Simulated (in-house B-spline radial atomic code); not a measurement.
Solving the quasi-particle equation for 3d of the arsenic ion As⁵⁺

Configuration [Ar] 3d10, start PBE0; correlation leaves out the 2 deepest shells. Computed with a B-spline radial code for spherical atoms: all electrons, scalar-relativistic (spin-free one-electron X2C), finite nucleus, each spin shell either full or empty, empty states to l = 9 with an (l + 1/2)⁻⁴ tail; G0W0 by contour deformation at full frequency.

At the mean-field level ε = -111.554 eV the matrix elements are Σx = -68.729 eV, v_xc = -56.402 eV and Σc(ε) = 1.772 eV, and the slope of the correlation self-energy is dΣc/dω = -0.0385. The quasi-particle energy solves E = ε + Σx − v_xc + Σc(E).

(1) What does the linearised equation give?

(2) How does that compare with the full solution and with static screening?

Answers

(1) Z = 1/(1 − dΣc/dω) = 1/1.0385 = 0.9629. The first-order shift is Σx − v_xc + Σc(ε) = -68.729 − (-56.402) + (1.772) = -10.555 eV, so E ≈ ε + Z × shift = -111.554 + 0.9629 × (-10.555) = -121.717 eV.

(2) Solving the equation at full frequency dependence gives E = -121.691 eV, where Σc = 2.189 eV and the weight is 0.958; the linearised value is off by 26 meV. Leaving Z out would give -122.109 eV. Static COHSEX puts -2.548 eV in place of Σc and gives -126.429 eV, 4.74 eV deeper. The tabulated removal energy is 121.19 ± 0.06 eV (NIST, measured); the run leaves out spin-orbit coupling, Breit and QED terms.
